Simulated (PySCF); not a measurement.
Adding and removing an electron: LiSb

PBE0; Li def2-SVP, Sb def2-SVP with ECP28; scalar-relativistic core potentials (PySCF 2.14). Neutral (UKS): triplet (π ↑↑), Re = 2.618 Å, ωe = 395 cm⁻¹, De = 1.52 eV, HOMO -4.55 eV, LUMO -1.89 eV.

LiSb⁺ (UKS): quartet (σ ↑, π ↑↑), Re = 2.957 Å, ωe = 200 cm⁻¹, De = 0.45 eV to Li⁺ + Sb. The energies at the minima are -247.73339 hartree for LiSb and -247.49304 for LiSb⁺.

Work out the adiabatic ionisation energy, without and with harmonic zero-point energies (1 hartree = 27.2114 eV, 1 eV = 8065.5 cm⁻¹), and the change of the bond length.

At PBE0: 0.24035 hartree = 6.540 eV between the minima; the zero-point term (200.0 − 395.0)/2 cm⁻¹ = -0.012 eV makes it 6.528 eV. Re changes by +33.9 pm against the neutral. The electron leaves a σ orbital, and the ion is left as a loose complex of an ion and an atom.

Weak bonds: LiSb⁺. Basis-set superposition, not corrected here, can be much of De in a small basis, most of all at correlated wavefunction levels. Spin–orbit coupling is left out, which matters for elements this heavy, above all for dissociation energies. For an ion De counts to the pair picked by the measured ionisation energies or electron affinities, which need not be the lowest pair at this level. States were picked by a PBE0 search and need not be the measured ground states.
